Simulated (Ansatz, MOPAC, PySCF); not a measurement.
Complex: N2 (SMILES N#N) (first 2 atoms) with PH3 (SMILES P); geometry from B3LYP-D3(BJ)/def2-TZVP, rigid monomers moved along the line of their centres of mass till N2···H6 is 3.76 Å.
(charge 0, multiplicity 1):
```json
[
 {"atom": "N", "x (Å)": "0.6469", "y (Å)": "-0.2110", "z (Å)": "-0.5113"},
 {"atom": "N", "x (Å)": "-0.3349", "y (Å)": "0.2639", "z (Å)": "-0.4876"},
 {"atom": "P", "x (Å)": "0.0091", "y (Å)": "0.1175", "z (Å)": "4.0373"},
 {"atom": "H", "x (Å)": "1.1042", "y (Å)": "0.6423", "z (Å)": "3.3040"},
 {"atom": "H", "x (Å)": "0.0007", "y (Å)": "-1.1011", "z (Å)": "3.3111"},
 {"atom": "H", "x (Å)": "-0.9545", "y (Å)": "0.7239", "z (Å)": "3.1911"}
]
```

Monomers are frozen at their geometry in the pair; levels with a basis set take the counterpoise correction. Rows marked so take none.

Correlated levels freeze the cores. CBS(a, b) extrapolates the correlation energy as X⁻³ and adds the Hartree–Fock energy of set b. Rows in 6-31G*, STO-3G carry no dispersion term and start afresh at each structure (6-31G* with six Cartesian d functions). The state that AM1, PM3, PM6 reach isn't checked.

The values were computed with Ansatz (Gaussian orbitals); MOPAC for AM1, PM3, PM6 (differences of heats of formation); PySCF for 6-31G* rows, STO-3G rows, the dispersion terms. Each number belongs to the level named beside it.

Other levels give for the interaction energy: PBE/def2-TZVPPD -0.7; B3LYP/def2-TZVPPD 0.7; B3LYP-D3(BJ)/def2-TZVPPD -1.4; wB97M-V/def2-TZVPPD -1.4; CCSD(T)/CBS(aug-cc-pV(D+d)Z, aug-cc-pV(T+d)Z) -1.4 kJ/mol.

Common cheap choices:

```
level                            interaction energy (kJ/mol)  less -1.4 (CCSD(T)/CBS(aug-cc-pV(D+d)Z, aug-cc-pV(T+d)Z))
-------------------------------  ---------------------------  ---------------------------------------------------------
AM1                                                      1.7                                                        3.1
PM3                                                      3.0                                                        4.5
PM6                                                      0.6                                                        2.0
HF/STO-3G (no counterpoise)                              0.2                                                        1.7
HF/6-31G*                                                0.4                                                        1.9
B3LYP/6-31G*                                             0.7                                                        2.2
B3LYP/6-31G* (no counterpoise)                           0.0                                                        1.4
M06-2X/6-31G* (no counterpoise)                         -1.7                                                       -0.3
```

Ansatz is a program for electronic structure.
